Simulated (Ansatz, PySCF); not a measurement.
Reaction (SMILES): Cl[Si](Br)(Br)Br [tribromo(chloro)silane] + 3 [SiH4] (SiH4) -> 3 [SiH3]Br [bromosilane] + [SiH3]Cl
Structures are relaxed separately at B3LYP-D3(BJ)/def2-TZVP in Ansatz (a program for electronic structure). Frequencies are from Ansatz or PySCF.
Geometry of the first species:
```
Si
Cl 1 2.0385
Br 1 2.2067 2 109.24
Br 1 2.2067 2 109.24 3 120.00
Br 1 2.2067 2 109.24 3 -120.00
```

Wanted: bond separation energy (enthalpy at 298 K, with B3LYP-D3(BJ) rigid-rotor harmonic-oscillator terms), in kcal/mol. Cores are frozen in the correlated levels unless marked. No spin-orbit coupling. The frozen core is the preceding noble-gas configuration, with the filled d and f shells of earlier blocks. No relativistic terms. Basis-set limits of correlation are two-point, X^-3; Hartree-Fock from the larger set.

```csv
level,program,bond separation energy (kcal/mol)
PBE-D4/def2-TZVPD,Ansatz + dftd4,4.0
PBE0/def2-TZVPD,Ansatz,-0.5
B2PLYP-D4/def2-TZVPD,Ansatz + dftd4,1.5
SCS-MP2/def2-TZVPP,Ansatz,0.4
CCSD/def2-QZVPPD,Ansatz,-1.5
"CCSD(T)/CBS(def2-TZVPPD,def2-QZVPPD)",Ansatz,[?]
```

Problem. Complete the blanks.

Solution. 
- CCSD(T)/CBS(def2-TZVPPD,def2-QZVPPD), bond separation energy (kcal/mol): 0.0
